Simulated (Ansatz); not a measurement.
A structure relaxed at PBE-D4/def2-TZVP in Ansatz, charge 0, singlet:

Cartesian coordinates in Å:
```
Sn 0.668 0.519 -0.482
H 1.034 0.008 -2.084
H 2.061 1.005 0.403
C -0.678 -0.765 0.586
H -0.235 -1.762 0.712
H -1.612 -0.849 0.018
H -0.886 -0.330 1.571
F -0.350 2.173 -0.724
```

**Question.** Give its formula, name or SMILES.

**Answer.** SnH2MeF (CH5FSn).

**Question.** Summarise the bond lengths by kind (pairs closer than 1.2 times the sum of covalent radii, bridged metal pairs left out).

**Answer.** 1 × F–Sn 1.96 Å; 1 × C–Sn 2.15 Å; 3 × C–H 1.10 Å; 2 × H–Sn 1.72 Å.

In the def2 sets Sn takes a core potential; there is no spin–orbit coupling.
